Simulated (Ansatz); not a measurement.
Mulliken charges of BFH$_{4}$SeSi (`B[Se][SiH2]F`) from r2SCAN/def2-TZVPP in Ansatz (PBE0-D4/def2-TZVP geometry).

```csv
atom,x (Å),y (Å),z (Å),charge (e)
B1,-1.006,-0.068,-1.483,-0.084
Se2,0.289,-1.266,-0.738,-0.056
Si3,0.838,-0.006,1.075,0.552
F4,-0.170,-0.304,2.277,-0.310
H5,-1.546,-0.426,-2.482,0.021
H6,-1.239,0.978,-0.964,0.023
H7,0.733,1.430,0.738,-0.071
H8,2.194,-0.396,1.521,-0.077
```

Problem. By hand: the dipole of these point charges (1 e Å = 4.8032 D).

Solution. Σ q r = (0.302, 0.110, -0.190) e Å, of length 0.373 e Å = 1.79 D.

Problem. How does the dipole of the full density compare? (An estimate is asked.)

Solution. Computed: (0.174, 0.114, -0.076) e Å, 1.06 D; the point charges give 1.69 times that, at 16° from its direction.

Point charges leave out the atoms' own dipoles, such as those of lone pairs, and Mulliken's split depends on the basis, so the two needn't agree.
